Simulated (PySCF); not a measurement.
Positional isomers: silole fluoro. All species are isolated molecules in the gas phase. Strings in code marks are SMILES.

The HOMO from two functionals at the same geometries (PBE0-D3(BJ)/def2-TZVP), both in PySCF: PBE-D3(BJ)/def2-TZVP and ωB97X-D3(BJ)/def2-TZVP. 

| species | ωB97X-D3(BJ)/def2-TZVP (eV) |
|---|---|
| `FC1=CC=C[SiH2]1` | -9.00 |
| `FC1=C[SiH2]C=C1` | -9.31 |
| `F[SiH]1C=CC=C1` | -9.37 |

Q: What does PBE-D3(BJ)/def2-TZVP give for each?

A: 
- `FC1=CC=C[SiH2]1`: -5.66
- `FC1=C[SiH2]C=C1`: -5.94
- `F[SiH]1C=CC=C1`: -6.06
Over these rows, drawn at random from the members with no instability flagged (it was tested for open shells, ions and some series alone), PBE minus ωB97X-D3(BJ): mean +3.34 eV, from +3.31 eV to +3.37 eV.
